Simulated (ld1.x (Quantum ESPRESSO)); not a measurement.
# palladium: excitation energies, all-electron against ultrasoft

Pd (Z = 46), ultrasoft, made with ld1.x (Quantum ESPRESSO) 7.5 (LDA (PZ), scalar-relativistic). Core [Kr], reference 4d10 5s0 5p0. Waves: 5s (bound, empty): rcut 2.60, rcutus 2.80 bohr; 5s channel at 0.4 Ry: rcut 2.60, rcutus 2.80 bohr; 5p (bound, empty): rcut 3.20, rcutus 4.35 bohr; 5p channel at 1.65 Ry: rcut 3.20, rcutus 4.35 bohr; 4d (bound): rcut 1.25, rcutus 1.70 bohr; 4d channel at 0.4 Ry: rcut 1.25, rcutus 1.70 bohr; 4f channel at 0.35 Ry: rcut 3.20, rcutus 4.00 bohr; 4f channel at 1.35 Ry: rcut 3.20, rcutus 4.00 bohr. Local part: all-electron potential smoothed inside 2.75 bohr (lloc = -1). Core correction: Bessel-smoothed model core inside 1.20 bohr. Augmentation charge: PSQ, radius 0.90 bohr.

Energies are relative to the spin-unpolarised reference configuration 4d10 5s0 5p0; without spin polarisation the order of configurations can differ from experiment. Not all tests gave a result: test run stopped at test 7 of 9 (negative rho).

**Question.** Give the all-electron excitation energy and the error of the potential for: 4d9 5s0 5p0; 4d8 5s0 5p0; 4d7 5s0 5p0; 4d9 5s0 5p1; 4d6 5s0 5p0; 4d9.5 5s0 5p0.

**Answer.**

| valence configuration | charge | ΔE all-electron (eV) | error AE − PS (meV) |
| --- | --- | --- | --- |
| 4d9 5s0 5p0 | +1 | 9.389 | -18 |
| 4d8 5s0 5p0 | +2 | 30.470 | -148 |
| 4d7 5s0 5p0 | +3 | 65.065 | -552 |
| 4d9 5s0 5p1 | 0 | 5.318 | -20 |
| 4d6 5s0 5p0 | +4 | 114.618 | -1425 |
| 4d9.5 5s0 5p0 | +0.5 | 3.370 | -2.7 |

Levels in the configuration 4d8 5s0 5p0:

```csv
level,all-electron (eV),pseudo (eV)
4d,-27.576,-27.809
```
